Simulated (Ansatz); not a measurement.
CH6ClInSi, SMILES `[CH3][In]([SiH3])[Cl]` at its PBE0-D4/def2-TZVP geometry, where that method's forces vanish. Charge 0, multiplicity 1. In takes the def2 core potential.

```xyz
10

C    -0.4954   -1.3961    1.6315
In    0.3381   -0.4552   -0.1018
Si    0.0777    1.7593   -1.3694
Cl    1.9464   -1.8619   -1.1160
H    -1.5788   -1.4777    1.5312
H    -0.2760   -0.8025    2.5205
H    -0.0607   -2.3891    1.7389
H     0.9318    1.7808   -2.5833
H     0.4607    2.8924   -0.4829
H    -1.3437    1.9500   -1.7687
```

(1) What forces (eV/Å) does ωB97M-V/def2-TZVPP give on these atoms in Ansatz 0.2.0? (Best estimate.)

## Answers

(1) Ansatz gave: 
```
C1   0.012  0.019 -0.029
In2 -0.011  0.072 -0.040
Si3 -0.020  0.052 -0.012
Cl4 -0.015  0.012  0.012
H5   0.085 -0.003  0.029
H6  -0.029 -0.062 -0.057
H7  -0.046  0.076  0.009
H8  -0.101 -0.012  0.150
H9  -0.044 -0.134 -0.108
H10  0.171 -0.021  0.046
```
